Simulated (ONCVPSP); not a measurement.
# Plane-wave convergence, ONCV potential for silver

ONCVPSP 4.0.1 input, shortened (lines: element, Z, core and valence counts, functional; n l f; lmax; l rc ep ncon nbas qcut; lloc lpopt rc5 dvloc0; l nproj debl; icmod fcfact rcfact), PBEsol, scalar-relativistic:

```
  Ag 47.00    6    4  -116133      upf
    1    0    2.00
    2    0    2.00
    2    1    6.00
    3    0    2.00
    3    1    6.00
    3    2   10.00
    4    0    2.00
    4    1    6.00
    4    2   10.00
    5    0    1.00
    2
    0    1.50    0.00    5    9    8.80
    1    1.50    0.00    4    8    7.10
    2    1.95    0.00    3    8    6.40
    4    5    1.45    0.00
    0    2    1.30
    1    2    0.80
    2    1    2.40
    3    2.75    1.75
```

In the p channel the program set the typed energies aside and used -2.150, 0.250 Ha.

**Question.** For each optimised wave give the share of its norm inside rc, the residual kinetic energy above qcut (Ha) and the cutoffs (Ha) for errors of 10, 1, 0.1 and 0.01 mHa per electron.

**Answer.**

| wave | norm inside rc | residual KE | 10 mHa | 1 mHa | 0.1 mHa | 0.01 mHa |
| --- | --- | --- | --- | --- | --- | --- |
| 4s | 0.955 | 1.5e-05 | 24.0 | 30.0 | 34.7 | 46.8 |
| 5s | 0.047 | 5.1e-06 | 17.5 | 26.2 | 32.4 | 37.5 |
| 4p | 0.909 | 5.8e-06 | 15.0 | 18.7 | 21.8 | 24.4 |
| p projector 2 | 0.059 | 1.5e-05 | 12.0 | 16.1 | 19.5 | 36.5 |
| 4d | 0.821 | 1.4e-04 | 15.3 | 18.1 | 22.2 | 85.0 |

The occupied waves need 30 Ha and 35 Ha for 1 and 0.1 mHa.
